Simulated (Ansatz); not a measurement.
Be4O3⁺. The state is a doublet with charge 1. Geometry PBE0-D4/def2-SVP, basis def2-TZVP, Ansatz.

Cartesian coordinates in Å:
```
Be -0.836 1.167 0.355
Be 1.235 0.055 0.812
Be -0.515 -0.889 0.170
Be 0.380 0.123 -1.423
O 1.037 -0.890 -0.423
O -1.089 0.251 -0.893
O -0.212 0.182 1.403
```

```json
{"run": "A", "HOMO (eV)": "-11.63", "LUMO (eV)": "-4.64"}
{"run": "B", "HOMO (eV)": "-9.71", "LUMO (eV)": "-8.00"}
{"run": "C", "HOMO (eV)": "-9.67", "LUMO (eV)": "-8.63"}
{"run": "D", "HOMO (eV)": "-9.61", "LUMO (eV)": "-8.50"}
{"run": "E", "HOMO (eV)": "-9.86", "LUMO (eV)": "-8.12"}
{"run": "F", "HOMO (eV)": "-10.23", "LUMO (eV)": "-7.75"}
```

HSE06 is defined as in plane-wave codes, on full-range PBE exchange. Another isomer (doublet) lies 0.79 eV lower at PBE0-D4/def2-TZVP; other spin states weren't run for this one.

HOMO and LUMO are taken over both spins.

Task: The runs used HF, HSE06, PBE, PBE0, r2SCAN, revPBE. Estimate which is which.

Result: A HF (100 % exact exchange); B r2SCAN (0 % exact exchange); C PBE (0 % exact exchange); D revPBE (0 % exact exchange); E HSE06 (range-separated); F PBE0 (25 % exact exchange). Exact exchange lowers occupied and raises empty levels; among semilocal functionals meta-GGAs tend to open the gap a little, and such runs are hard to tell apart. The gap grows from 1.04 eV (PBE) to 7.00 eV (HF).
